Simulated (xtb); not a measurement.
In(H)(Et)(OH) (C2H7InO), SMILES C[CH2][InH][OH]. All values are semi-empirical tight-binding results from xtb (GFN2-xTB unless named), good for trends rather than for accurate numbers. Geometry: GFN2-xTB. The structure was generated by enumeration; whether it is a known compound was not checked. Other conformers were not sampled.

For metal compounds this method's bond lengths and energies can be far off.

Computed properties:
point group as xtb finds it: Cs
orbital gap: 3.61 eV
zero-point energy: 49.5 kcal/mol
G − E(el) at 298.15 K (modified RRHO): 29.1 kcal/mol
